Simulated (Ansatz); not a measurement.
System: H₂SiO, charge 0, triplet. This triplet is an excited state, 2.8 eV above the singlet at CCSD(T)/cc-pV(5+d)Z (Ansatz, a first-principles code). H2SiO (parent SMILES [SiH2]=O, triplet).
B3LYP-D3(BJ)/def2-TZVP minimum from Ansatz:
```xyz
4

Si     0.0739    -0.4401    -0.2804
O     -0.1796     1.0425     0.4205
H     -1.0063    -1.3064     0.3032
H      1.4088    -0.8720     0.2576
```
Charge 0, spin multiplicity 3.

Total energies in cc-pV(D+d)Z, 12 correlated electrons, 6 frozen orbitals. Radicals and triplets start from unrestricted determinants; spin-orbit coupling is neglected. Correlated methods leave the cores frozen. No relativity. The spin of H2OSi (parent SMILES O=[SiH2], triplet) was assumed, and the state is the lowest solution found for it.

```json
[
 {"method": "HF", "program": "Ansatz", "energy (Eh)": "-364.90131", "minus CCSDTQ (mEh)": "263.18"},
 {"method": "MP2", "program": "Ansatz", "energy (Eh)": "-365.12413", "minus CCSDTQ (mEh)": "40.36"},
 {"method": "CCSD", "program": "Ansatz", "energy (Eh)": "-365.15710", "minus CCSDTQ (mEh)": "7.39"},
 {"method": "CCSD(T)", "program": "Ansatz", "energy (Eh)": "-365.16272", "minus CCSDTQ (mEh)": "1.77"},
 {"method": "CCSDT(Q)", "program": "Ansatz", "energy (Eh)": "-365.16451", "minus CCSDTQ (mEh)": "-0.02"},
 {"method": "CCSDTQ", "program": "Ansatz", "energy (Eh)": "-365.16449", "minus CCSDTQ (mEh)": "0.00"}
]
```
